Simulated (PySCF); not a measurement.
CH₃Si, SMILES [CH]=[SiH2], multiplicity 2. The structure is a stationary point at ωB97X-D3(BJ)/def2-TZVP. The isomer is the one that the SMILES or the coordinates give; other isomers of the formula were not compared.

Computed with ωB97X-D3(BJ)/def2-TZVP (PySCF 2.14.0).

Harmonic wavenumbers (cm⁻¹): 247, 411, 616, 691, 963, 1107, 2284, 2289, 3369. Rotational constants (GHz): 163.0, 15.96, 14.53; symmetry number 2.

Work out the zero-point energy and the ideal-gas rigid-rotor harmonic-oscillator thermochemistry at 298.15 K and 1 atm.

ZPE = ½ Σ hcν = ½ × 11977 cm⁻¹ = 17.12 kcal/mol. H − E(el) = 20.20 kcal/mol. Entropy in cal/(mol K): translation 37.21, rotation 18.30, vibration 3.58, spin 1.38, total 60.47. G − E(el) = 2.17 kcal/mol. Cp = 13.71 cal/(mol K).
